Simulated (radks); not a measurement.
The arsenic anion As3-, [Kr], held by a Watson sphere: a shell of charge +3 at radius R that stands for the Madelung well of a crystal (potential energy -3/R inside, -3/r outside, in hartree with lengths in bohr). Method: scalar-relativistic Kohn-Sham, r2SCAN, spin-polarised, spherical densities, finite nucleus; meta-GGA in the generalised Kohn-Sham scheme; Fermi nuclear charge, rms radius of each element as measured or else 0.836 A^(1/3) + 0.57 fm; computed with a radial shooting solver on a logarithmic mesh with Libxc functionals.

R (bohr),e(3d) (eV),e(4s) (eV),e(4p) (eV),<r> 4p (bohr),sum of <r^2> (bohr^2),X-ray form factor at sin(theta)/lambda = 0.1 1/angstrom
2.12,-40.718,-17.856,-8.138,2.373,57.54,32.449
2.74,-39.127,-15.580,-6.880,2.625,67.55,32.016
3.09,-38.712,-14.574,-6.190,2.765,73.50,31.791
3.51,-38.362,-13.602,-5.434,2.928,80.85,31.548
3.53,-38.347,-13.561,-5.400,2.936,81.20,31.537
4.39,-37.837,-12.214,-4.154,3.257,97.21,31.133
4.64,-37.721,-11.941,-3.863,3.348,102.2,31.038
